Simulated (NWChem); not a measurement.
System: CH4BeS; SMILES C[S][BeH]

```xyz
7

Be    -0.6727    -1.6342     0.0002
H     -1.5426    -2.6474    -0.0003
S      0.5895    -0.1993     0.0000
C     -0.5107     1.2689     0.0004
H     -1.2075     1.2604    -0.8482
H      0.1416     2.1468    -0.0969
H     -1.0686     1.3524     0.9424
```
Atoms are numbered in this order, from 1.

Computed with NWChem. All runs use the structure optimised with PBE0/def2-SVP. Ions are spin-unrestricted doublets at the neutral geometry; other ion states weren't tried.

For level PBE0/def2-SVP:

| Item | Result |
|---|---|
| −ε(HOMO) (eV) | 7.11 |

Task: How do the values read with level PBE/def2-SVP instead?

Result: 
- −ε(HOMO) (eV): 5.94
